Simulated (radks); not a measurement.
Values are calculated unless marked as measured or tabulated.
Removal energies from the neodymium ion Nd10+, [Kr] 4d10 5s2 5p(1/2: 2, 3/2: 0), by Delta-SCF beside the eigenvalue of the level emptied. Level of theory: Dirac Kohn-Sham, relativistic LDA (MacDonald-Vosko exchange, VWN5 correlation), spin-unpolarised, spherical densities, finite nucleus; Fermi nuclear charge, rms radius of each element as measured or else 0.836 A^(1/3) + 0.57 fm (a radial shooting solver on a logarithmic mesh with Libxc functionals). Sub-shells are occupied by j as written (lower j first in brackets).

5p1/2: final configuration [Kr] 4d10 5s2 5p(1/2: 1, 3/2: 0); Delta-SCF (eV) 169.69; -eigenvalue (eV) 161.27
5s1/2: final configuration [Kr] 4d10 5s1 5p(1/2: 2, 3/2: 0); Delta-SCF (eV) 191.23; -eigenvalue (eV) 182.33
4d5/2: final configuration [Kr] 4d(3/2: 4, 5/2: 5) 5s2 5p(1/2: 2, 3/2: 0); Delta-SCF (eV) 302.05; -eigenvalue (eV) 287.05
4d3/2: final configuration [Kr] 4d(3/2: 3, 5/2: 6) 5s2 5p(1/2: 2, 3/2: 0); Delta-SCF (eV) 306.55; -eigenvalue (eV) 291.42
